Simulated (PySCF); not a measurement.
Ge(OH)4 (GeH4O4), SMILES [OH][Ge]([OH])([OH])[OH]. Atoms are numbered in the order given.

```xyz
9

O     -1.1255     0.9782    -0.9269
Ge     0.0000     0.0000     0.0000
O      1.1255    -0.9782    -0.9269
O     -0.9782    -1.1255     0.9269
O      0.9782     1.1255     0.9269
H     -1.9249     0.4873    -1.1491
H      1.9249    -0.4873    -1.1491
H     -0.4873    -1.9249     1.1491
H      0.4873     1.9249     1.1491
```
Charge 0, spin multiplicity 1.

Coordinates come from a PBE0-D3(BJ)/def2-SVP optimisation. The isomer is the one that the SMILES or the coordinates give; other isomers of the formula were not compared. Other conformers were not sampled.

Level of theory: r2SCAN/def2-TZVP (PySCF).

Symmetry labels are those of the subgroup C2 that the program uses (full group S4).

**Question.** List the valence orbital energies around the gap with their symmetry. (An estimate is asked for; the answer gives what the named calculation found.)

**Answer.** 
```json
[
 {"orbital": "HOMO−7", "symmetry": "A", "energy (eV)": "-9.86"},
 {"orbital": "HOMO−6", "symmetry": "A", "energy (eV)": "-9.69"},
 {"orbital": "HOMO−5", "symmetry": "B", "energy (eV)": "-9.15"},
 {"orbital": "HOMO−4", "symmetry": "B", "energy (eV)": "-9.15"},
 {"orbital": "HOMO−3", "symmetry": "A", "energy (eV)": "-8.31"},
 {"orbital": "HOMO−2", "symmetry": "A", "energy (eV)": "-8.13"},
 {"orbital": "HOMO−1", "symmetry": "B", "energy (eV)": "-7.84"},
 {"orbital": "HOMO", "symmetry": "B", "energy (eV)": "-7.84"},
 {"orbital": "LUMO", "symmetry": "A", "energy (eV)": "-0.75"},
 {"orbital": "LUMO+1", "symmetry": "A", "energy (eV)": "1.43"},
 {"orbital": "LUMO+2", "symmetry": "B", "energy (eV)": "1.43"},
 {"orbital": "LUMO+3", "symmetry": "B", "energy (eV)": "1.43"}
]
```
